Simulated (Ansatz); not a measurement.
Reactions of H$_{7}$NSi$_{2}$, SMILES `[SiH3]N[SiH3]`.

Program: Ansatz. Geometries: PBE0-D4/def2-TZVP. ΔE: electronic, gas phase. CCSD(T)/CBS adds triple-zeta CCSD(T) − MP2 to the extrapolated MP2 energy (def2 sets, frozen cores). This one scheme is used for every species, atoms too. Functionals use def2-TZVPP. B3LYP here is the variant with VWN-RPA as its local correlation; programs differ in this. No spin–orbit coupling; open shells (•) take unrestricted orbitals. def2 core potentials past Kr. Bonds to In, Se, Sn are less sure, by a few kJ/mol each and by 10 to 20 or more in all where they break to atoms, as the def2 sets lack core-valence functions. Scalar relativity is left out up to krypton. One conformer a species, not always the lowest.

```
                                                                      reaction  B3LYP-D4 (kJ/mol)
              `[SiH3]N[SiH3]` + `N=C(N)[SeH]` → `N=C(N)[Se][SiH3]` + `N[SiH3]`                 -6
                                `[SiH3]N[SiH3]` + H• → `[SiH3][N][SiH3]`• + H₂                 11
                     `[SiH3]N[SiH3]` + `C=C(F)S` → `C=C(F)S[SiH3]` + `N[SiH3]`                 -4
`[SiH3]N[SiH3]` + `CC[O][In]([CH3])[Cl]` → `C[SiH2]N[SiH3]` + `CC[O][InH][Cl]`                -15
                     `[SiH3]N[SiH3]` + `N#CB(F)F` → `F[SiH2]N[SiH3]` + `N#CBF`                 -8
               `[SiH3]N[SiH3]` + `[SiH3]C#CS` → `[SiH3]C#CS[SiH3]` + `N[SiH3]`                 -6
           `[SiH3]N[SiH3]` + `B[CH2][SnH3]` → `[SiH3]B[CH2][SnH3]` + `N[SiH3]`                 65
    `[SiH3]N[SiH3]` + `N#C[SiH](C#N)C#N` → `N#C[SiH2]N[SiH3]` + `N#C[SiH2]C#N`                -36
                                  `[SiH3]N[SiH3]` + H• → `[SiH2]N[SiH3]`• + H₂                -69
   `[SiH3]N[SiH3]` + `C[SiH2]C[SiH2]Cl` → `[SiH3]N[SiH2][SiH2]Cl` + `C[SiH2]C`                 10
```

**Question.** Give the CCSD(T)/CBS values in the same order. (Estimate.)

**Answer.** The calculation gave: -9, 36, -5, -11, -13, -6, 64, -36, -56, 17 kJ/mol.

Largest T1 diagnostic: 0.018, for `[SiH3][N][SiH3]`•.
